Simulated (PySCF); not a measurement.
# Two-component Hartree-Fock for Ce²⁺ (cerium, charge +2)

Start: [Xe] 4f1 6p1; 4f7/2 filled at m_j = +7/2; 6p3/2 filled at m_j = +3/2. Calculated with PySCF 2.14 in x2c-SVPall-2c with one added diffuse shell each of s, p, d, f type (8s11p10d4f1g, 128 functions): generalised Hartree-Fock with the X2C-1e Hamiltonian and a Gaussian nucleus; spin-orbit coupling (SO) screened by Boettger's factors. This is a chosen level, not necessarily the ground level.

| spinor shell | electrons | ε, screened SO (eV) | weight of nominal j (screened SO) | rms radius, screened SO (bohr) |
| --- | --- | --- | --- | --- |
| 1s1/2 | 2 | -40654.0 | 1.000 | 0.0281 |
| 2s1/2 | 2 | -6633.5 | 1.000 | 0.114 |
| 2p1/2 | 2 | -6250.5 | 1.000 | 0.0979 |
| 2p3/2 | 4 | -5800.0 | 1.000 | 0.104 |
| 3s1/2 | 2 | -1488.6 | 1.000 | 0.296 |
| 3p1/2 | 2 | -1325.1 | 1.000 | 0.288 |
| 3d3/2 | 4 | -950.89 | 1.000 | 0.272 |
| 3d5/2 | 6 | -931.93 | 1.000 | 0.276 |
| 4s1/2 | 2 | -334.92 | 1.000 | 0.676 |
| 4p1/2 | 2 | -271.45 | 0.997 | 0.700 |
| 4p3/2 | 4 | -252.17 | 0.998 | 0.727 |
| 4d5/2 | 6 | -142.81 | 0.963 | 0.806 |
| 4d3/2 | 4 | -145.54 | 0.944 | 0.796 |
| 5s1/2 | 2 | -67.677 | 1.000 | 1.62 |
| 5p1/2 | 2 | -47.725 | 0.961 | 1.79 |
| 5p3/2 | 4 | -44.649 | 0.981 | 1.86 |
| 4f7/2 | 1 | -31.457 | 1.000 | 1.15 |
| 6p3/2 | 1 | -13.088 | 1.000 | 5.05 |

(1) Where does 3p3/2 lie, and what is the 3p spin-orbit splitting (screened SO)?

```tsv
quantity	screened SO
E (hartree)	-8857.35574
M_J	5
⟨J²⟩	30.014
⟨L²⟩	20.052
⟨S²⟩	2.041
```

Each row is a mean over spinors that exchange with the open shell spreads, by up to 7.144 eV (4d5/2).

Breit and QED terms are absent; they matter most for the inner s and p1/2 levels.

Densities and radii are taken from the X2C orbitals without a picture-change correction, which distorts them close to the nucleus.

Answers

(1) At -1234.3 eV, 90.769 eV above 3p1/2.
